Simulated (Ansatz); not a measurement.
`[OH][Y]([OH])[F]` and `[OH][Y]([OH])[OH]` differ in one atom or group.

Ansatz, PBE0-D4/def2-TZVP geometries, multiplicity 1. Each molecule was computed in one conformer, which needn't be the lowest.

Elements past krypton have def2 core potentials.

| property | `[OH][Y]([OH])[F]` |
| --- | --- |
| HOMO energy (PBE0/def2-TZVPP) / eV | -8.44 |
| HOMO energy (PBE/def2-TZVPP) / eV | -6.77 |
| HOMO–LUMO gap (ωB97M-V/def2-TZVPP) / eV | 10.52 |
| LUMO energy (PBE0/def2-TZVPP) / eV | -1.65 |
| zero-point energy (PBE0-D4/def2-TZVP) / kJ/mol | 69.2 |
| HOMO–LUMO gap (PBE0/def2-TZVPP) / eV | 6.79 |

Give the same properties after the change, and the shifts. (Estimate.)

Ansatz gave: 
```csv
property,`[OH][Y]([OH])[OH]`,shift
HOMO energy (PBE0/def2-TZVPP) / eV,-7.92,0.52
HOMO energy (PBE/def2-TZVPP) / eV,-6.27,0.50
HOMO–LUMO gap (ωB97M-V/def2-TZVPP) / eV,10.27,-0.25
LUMO energy (PBE0/def2-TZVPP) / eV,-1.33,0.32
zero-point energy (PBE0-D4/def2-TZVP) / kJ/mol,97.3,28.1
HOMO–LUMO gap (PBE0/def2-TZVPP) / eV,6.59,-0.20
```

With PBE0 the HOMO rises by 0.52 eV and the LUMO rises by 0.32 eV, so the gap narrows by about 0.20 eV. PBE moves the HOMO by 0.50 eV and ωB97M-V by 0.53 eV. The zero-point energy changes by 28.1 kJ/mol with +3 modes.
